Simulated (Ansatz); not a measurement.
`[OH][In]([Cl])[O][SiH3]` → Cl• + 4 H• + In• + 2 O• + Si•  (atomization)

Calculated with Ansatz (gas phase, PBE0-D4/def2-TZVP geometries, no zero-point term in ΔE). CBS: MP2 limit from def2 TZ/QZ plus the TZ coupled-cluster correction, frozen cores. This one scheme is used for every species, atoms too. DFT in def2-TZVPP. No spin–orbit coupling; open shells (•) take unrestricted orbitals. Spin–orbit coupling would lower the free atoms: a little for Cl, O, Si; strongly for In. Elements past krypton have def2 core potentials. For In outer-core shells are correlated without core-valence functions, so the limit isn't a true one: a few kJ/mol of doubt a bond, and 10 to 20 or more in all where bonds break to atoms. One conformer a species, not always the lowest.

CCSD(T)/CBS gives +687.3 kcal/mol.

Another level gave +648.0 kcal/mol. Which?
A. BHLYP-D4/def2-TZVPP
B. CCSD(T)/def2-TZVPP
C. BLYP/def2-TZVPP
D. ωB97M-V/def2-TZVPP

A. BHLYP-D4 648.0, BLYP 658.4, ωB97M-V 679.9, CCSD(T)/def2-TZVPP 662.1 kcal/mol.

Largest T1 diagnostic among the species: 0.015.

The D4 term adds +7.9 kcal/mol with B3LYP and +4.2 kcal/mol with PBE0; it sums over pairs of atoms, weighted by their polarisabilities, and B3LYP, whose exchange is more repulsive, gets the larger term. From r2SCAN to r2SCAN0 (25 % exact exchange), in def2-TZVPP and without D4, ΔE moves by −17.1 kcal/mol: exact exchange takes away binding that semilocal exchange gives to molecules. In def2-TZVPP, CCSD(T) changes the Hartree–Fock value by +188.2 kcal/mol (the triples alone add +12.7 kcal/mol) and MP2 by +204.3 kcal/mol; breaking electron pairs costs correlation energy, which Hartree–Fock lacks.

B3LYP here is the variant with VWN-RPA as its local correlation; programs differ in this.

For atomizations the MP2-based limit and the directly extrapolated one differ by several kJ/mol either way, and by 10 to 25 for some Ge, Se and Sn compounds, so smaller differences from it don't rank the levels.
